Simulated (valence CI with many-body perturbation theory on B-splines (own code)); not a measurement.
Values are calculated unless marked as measured or tabulated.
Hyperfine factors and g values of Sb XXIX

Method: configuration interaction combined with many-body perturbation theory (CI+MBPT): five valence electrons over a frozen Dirac-Fock core [Ar], radial functions for each j: 7 s, 7 p, 8 d, 6 f, 4 g, 1 h, with the one-electron correlation potential Σ1, the two-electron term Σ2, the three-electron term Σ3, Breit, model QED; selected CI, second order for the rest (own B-spline code, finite nucleus).

The last digits are not significant, and no measured levels were compared; by estimate large intervals hold to a few tenths of a per cent, small ones and those within an open d or f shell to about a per cent. Only levels of the ground parity were solved; by the run's estimate the other parity begins above the list, which can be wrong where configurations are misplaced.

A/g_I is the dipole constant over the nuclear g factor μ/I (μ in nuclear magnetons, uniformly magnetised nucleus), B/Q the quadrupole constant per barn. Both hold the static response of the core; the bare values leave it out. Large factors of s and p1/2 electrons are usually good to 5 to 10 %; those of open d and f shells near neutrality can be off by tens of per cent, and small factors of p3/2, d and f electrons come from cancelling terms and can be off by a factor of two or in sign, in half-filled shells by more. B is blank for J = 1/2, where it vanishes, and for nearly pure S terms. Energies count from the lowest level.

Names give the largest LS component (configuration and term), which can be under half, so a name can repeat, a term be missing and a line seem to break the LS rules; names also repeat where a configuration has a term twice. Letters in brackets count levels of one name in rising energy.

```tsv
Level	E (cm⁻¹)	g	A/g_I (MHz)	A/g_I bare	B/Q (MHz/b)	B/Q bare
3d⁵ ⁶S_5/2	0	1.834	1610	2500	3010	3060
3d⁵ ²F_5/2 [a]	85862	1.095	9320	9480	14100	14400
3d⁵ ⁴G_7/2	131040	1.114	11300	11500	14000	14200
3d⁵ ⁴P_3/2	135250	1.334	11600	12000	12800	13000
3d⁵ ⁴G_11/2	137610	1.185	12800	13100	68.7	57.9
3d⁵ ⁴G_5/2	149630	1.093	10600	10800	5110	5220
3d⁵ ⁴G_9/2	150000	1.161	11800	12000	12400	12700
3d⁵ ⁴P_1/2	160390	1.891	-5040	-4060		
3d⁵ ⁴D_7/2	187720	1.229	10600	10900	-1220	-1240
3d⁵ ²D_5/2 [a]	194440	1.230	9990	10300	-178	-181
3d⁵ ²F_7/2 [a]	214460	1.148	12400	12600	-13300	-13600
3d⁵ ²I_11/2	214520	1.028	13800	13900	1180	1210
3d⁵ ²D_3/2 [a]	222990	0.997	20200	20300	-11700	-11900
3d⁵ ⁴D_1/2	223990	0.674	27600	27300		
3d⁵ ²G_9/2 [a]	230320	1.148	11600	11800	-2080	-2130
3d⁵ ⁴F_3/2	234620	1.023	13300	13400	2690	2750
3d⁵ ²I_13/2	236380	1.073	14200	14300	-36.4	-32.7
3d⁵ ²F_5/2 [b]	249950	1.021	13900	14000	-2010	-2040
3d⁵ ²H_9/2	274820	1.100	13100	13200	1620	1660
3d⁵ ⁴F_5/2	285050	1.079	13300	13400	-2850	-2910
3d⁵ ²G_7/2 [a]	286170	0.994	16900	17000	-433	-449
3d⁵ ²F_5/2 [c]	305610	1.103	9120	9280	-4100	-4170
3d⁵ ²D_3/2 [b]	305950	0.731	21900	21700	122	136
3d⁵ ²F_7/2 [b]	313680	1.077	14800	14900	4040	4120
3d⁵ ²S_1/2	326070	1.914	-3510	-2520		
3d⁵ ⁴F_7/2	336870	1.185	10700	10900	-21700	-22100
3d⁵ ²G_9/2 [b]	341720	1.100	12900	13000	7540	7700
3d⁵ ²H_11/2	344260	1.061	13900	14000	-1320	-1330
3d⁵ ²D_3/2 [c]	369090	0.841	15700	15600	-12500	-12800
3d⁵ ²D_5/2 [b]	383510	1.101	12700	12900	10000	10300
3d⁵ ²G_9/2 [c]	407400	1.107	12600	12700	-19500	-19900
3d⁵ ²D_5/2 [c]	412500	1.104	10900	11000	-9000	-9170
3d⁵ ²G_7/2 [b]	428930	0.938	16400	16300	18600	19000
3d⁵ ²P_3/2	451520	1.219	12000	12200	-12300	-12600
3d⁵ ²P_1/2	492050	0.840	457	399		
3d⁵ ²D_5/2 [d]	526970	1.186	9930	10200	-14100	-14400
3d⁵ ²D_3/2 [d]	547040	0.889	22000	21900	21000	21400
```

Problem. Take the isotope of mass number 123, with I = 7/2, μ = 2.5457 μN and Q = -0.692 b. What is the hyperfine structure of 3d⁵ ⁴G_9/2?

Solution. From the table A = 8560 MHz, B = -8590 MHz. Shifts from the centre of gravity in MHz: F = 1: -169000, F = 2: -150000, F = 3: -123000, F = 4: -87200, F = 5: -43200, F = 6: 8620, F = 7: 67500, F = 8: 133000.
